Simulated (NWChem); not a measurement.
System: C$_{2}$H$_{5}$ClGe; SMILES C=[C](Cl)[GeH3]

The following NWChem deck was run.

```
start job
memory heap 200 mb stack 900 mb global 1100 mb
geometry units angstroms noautoz
  C     -1.797309    -1.002120     0.000000
  C     -0.508906    -0.655648     0.000000
  Cl     0.735386    -1.879591     0.000000
  Ge     0.165718     1.176549     0.000000
  H     -2.570538    -0.229091     0.000000
  H     -2.117165    -2.048469     0.000000
  H     -1.039466     2.132212     0.000000
  H      1.025900     1.394663    -1.253956
  H      1.025900     1.394663     1.253956
end
basis spherical
  C library pcseg-2
  Cl library pcseg-2
  Ge library pcseg-2
  H library pcseg-2
end
dft
  xc xtpss03 ctpss03
  iterations 150
  semidirect filesize 400000000
  mulliken
end
task dft energy
```

NWChem printed, in part:

```
             Northwest Computational Chemistry Package (NWChem) 7.3.0
             --------------------------------------------------------

 CS  symmetry detected

                             Geometry "geometry" -> ""
                             -------------------------

 Output coordinates in angstroms (scale by  1.889725989 to convert to a.u.)

  No.       Tag          Charge          X              Y              Z
 ---- ---------------- ---------- -------------- -------------- --------------
    1 C                    6.0000    -1.81724513    -0.94864101     0.00000000
    2 C                    6.0000    -0.52342924    -0.62296389     0.00000000
    3 Cl                  17.0000     0.70098957    -1.86678769     0.00000000
    4 Ge                  32.0000     0.18061511     1.19813054     0.00000000
    5 H                    1.0000    -2.57792408    -0.16325928     0.00000000
    6 H                    1.0000    -2.15391127    -1.98970296     0.00000000
    7 H                    1.0000    -1.00902146     2.17307929     0.00000000
    8 H                    1.0000     1.04419831     1.40236287    -1.25395600
    9 H                    1.0000     1.04419831     1.40236287     1.25395600

 Effective nuclear repulsion energy (a.u.)     316.6772860479

      Symmetry information
      --------------------

 Group name             Cs
 Group number              2
 Group order               2
 No. of unique centers     8

                                 NWChem DFT Module
                                 -----------------

 Summary of "ao basis" -> "ao basis" (spherical)
 ------------------------------------------------------------------------------
       Tag                 Description            Shells   Functions and Types
 ---------------- ------------------------------  ------  ---------------------
 C                          pcseg-2                 10       30   4s3p2d1f
 Cl                         pcseg-2                 12       34   5s4p2d1f
 Ge                         pcseg-2                 15       43   6s5p3d1f
 H                          pcseg-2                  6       14   3s2p1d

      Symmetry analysis of basis
      --------------------------

        a'        136
        a"         71

            General Information
            -------------------
          SCF calculation type: DFT
          Wavefunction type:  closed shell.
          No. of atoms     :     9
          No. of electrons :    66
           Alpha electrons :    33
            Beta electrons :    33
          Charge           :     0
          Spin multiplicity:     1
          Use of symmetry is: on ; symmetry adaption is: on
          Maximum number of iterations: 150
          AO basis - number of functions:   207
                     number of shells:    77
          Convergence on energy requested:  1.00D-06
          Convergence on density requested:  1.00D-05
          Convergence on gradient requested:  5.00D-04

              XC Information
              --------------
                  TPSS metaGGA Exchange Functional  1.000
             TPSS03 metaGGA Correlation Functional  1.000

             Grid Information
             ----------------
          Grid used for XC integration:  medium
          Radial quadrature: Mura-Knowles
          Angular quadrature: Lebedev.
          Tag              B.-S. Rad. Rad. Pts. Rad. Cut. Ang. Pts.
          ---              ---------- --------- --------- ---------
          C                   0.70       49          12.0       434
          Cl                  1.00       88          12.0       590
          Ge                  1.25      112          12.0       590
          H                   0.35       45          13.0       434
          Grid pruning is: on
          Number of quadrature shells:   478
          Spatial weights used:  Erf1

      Superposition of Atomic Density Guess
      -------------------------------------

 Sum of atomic energies:       -2612.63344532

      Non-variational initial energy
      ------------------------------

 Total energy =   -2614.372890
 1-e energy   =   -4265.802078
 2-e energy   =    1334.751902
 HOMO         =      -0.301807
 LUMO         =      -0.000599

      Symmetry analysis of molecular orbitals - initial
      -------------------------------------------------

  Numbering of irreducible representations:

     1 a'          2 a"

  Orbital symmetries:

     1 a'          2 a'          3 a'          4 a'          5 a"
     6 a'          7 a'          8 a'          9 a'         10 a'
    11 a'         12 a"         13 a'         14 a'         15 a"
    16 a'         17 a'         18 a"         19 a'         20 a'
    21 a"         22 a'         23 a'         24 a'         25 a'
    26 a'         27 a'         28 a"         29 a'         30 a"
    31 a'         32 a'         33 a"         34 a"         35 a'
    36 a'         37 a'         38 a'         39 a"         40 a'
    41 a'         42 a'         43 a"

------------------------------------------------------------
EAF file 0: "./job.aoints.0" size=404750336 bytes
------------------------------------------------------------
               write      read    awrite     aread      wait
               -----      ----    ------     -----      ----
     calls:      772         0         0         0         0
   data(b): 4.05e+08  0.00e+00  0.00e+00  0.00e+00
   time(s): 0.00e+00  0.00e+00  0.00e+00  0.00e+00  0.00e+00
rate(mb/s): 0.00e+00  0.00e+00
------------------------------------------------------------

     ---------------------------------------------
      Total Density - Mulliken Population Analysis
     ---------------------------------------------

[...]
```

Level: TPSS/pcseg-2. Coordinates come from a PBE0/def2-SVP optimisation.
